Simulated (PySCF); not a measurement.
## Magnetic susceptibility: `C=CCN(C=O)/C=C/C#N`, C7H8N2O

Cartesian coordinates in Å; atom numbers follow the order of the lines, from 1:
```xyz
18

C    -1.687    1.757    1.034
C    -1.530    0.621    0.383
C    -0.722    0.472   -0.872
N     0.098   -0.732   -0.857
C    -0.224   -1.746   -1.714
O    -1.138   -1.715   -2.495
C     1.165   -0.842   -0.002
C     1.557    0.081    0.888
C     2.678   -0.139    1.703
N     3.593   -0.304    2.375
H    -1.222    2.672    0.703
H    -2.296    1.826    1.918
H    -2.011   -0.286    0.723
H    -1.400    0.355   -1.726
H    -0.088    1.347   -1.041
H     0.457   -2.609   -1.616
H     1.715   -1.771   -0.090
H     1.045    1.019    1.035
```

The calculation used GIAO HF/pcSseg-1 magnetisability, rotational g tensor and spin-rotation constants, non-relativistic, gas phase (PySCF 2.14.0). Geometry: GFN2-xTB.

How diamagnetic is it, and how anisotropic?

Isotropic -1306 × 10⁻³⁰ J/T², or -78.6 × 10⁻⁶ cm³/mol; principal values -1398, -1352, -1167 × 10⁻³⁰ J/T², anisotropy 212 × 10⁻³⁰ J/T² (root of half the summed squared differences of the principal values). The susceptibility is in cgs units.

Split it along the inertial axes a, b, c into diamagnetic and paramagnetic parts about the centre of mass, with the quadrupole moment.


```tsv
axis	χ (10⁻⁶ cm³/mol)	diamagnetic (10⁻⁶ cm³/mol)	paramagnetic (10⁻⁶ cm³/mol)	summed x² of all electrons (Å²)	quadrupole Θ (D Å)
a	-80.8	-804.2	723.4	317.0	-41.52
b	-74.0	-1443.2	1369.2	166.4	+24.63
c	-81.0	-2050.4	1969.4	23.2	+16.89
```
Anisotropies 2χaa − χbb − χcc = -6.6 and 2χbb − χaa − χcc = +13.9 × 10⁻⁶ cm³/mol. Θ is traceless in Buckingham's convention.

And the rotational g tensor?


| axis | rotational constant (GHz) | g | nuclear part | electronic part |
| --- | --- | --- | --- | --- |
| a | 1.7599 | -0.0142 | 0.5839 | -0.5981 |
| b | 0.8472 | -0.0251 | 0.5199 | -0.5450 |
| c | 0.5921 | -0.0143 | 0.5335 | -0.5478 |

Asymmetric top; isotopes 12C, 1H, 14N, 16O; no vibrational averaging.
